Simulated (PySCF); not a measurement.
CH₄Si, SMILES C=[SiH2]. Atoms are numbered in the order given.

```xyz
6

C      0.0000     0.0000    -1.1520
Si     0.0000     0.0000     0.5489
H      0.0000    -0.9153    -1.7295
H      0.0000     0.9153    -1.7295
H      0.0000     1.2405     1.3431
H      0.0000    -1.2405     1.3431
```

Coordinates come from a B3LYP-D3(BJ)/def2-TZVP optimisation.

The numbers are results of PBE0/pcJ-1 in PySCF, not measurements.

Isotropic couplings with Fermi-contact, spin-dipole and both spin-orbit terms, one fixed conformer, no vibrational averaging. Isotopes: 13C, 1H, 29Si.

Computed spin–spin coupling constants:
```tsv
pair	bonds apart	J (Hz)
C1–Si2	1	-136.6
C1–H3	1	159.4
C1–H4	1	159.4
Si2–H5	1	-250.8
Si2–H6	1	-250.9
C1–H5	2	10.2
C1–H6	2	10.2
Si2–H3	2	8.1
Si2–H4	2	8.1
H3–H4	2	-13.0
H5–H6	2	33.9
H3–H5	3	17.2
H3–H6	3	3.5
H4–H5	3	3.5
H4–H6	3	17.2
```
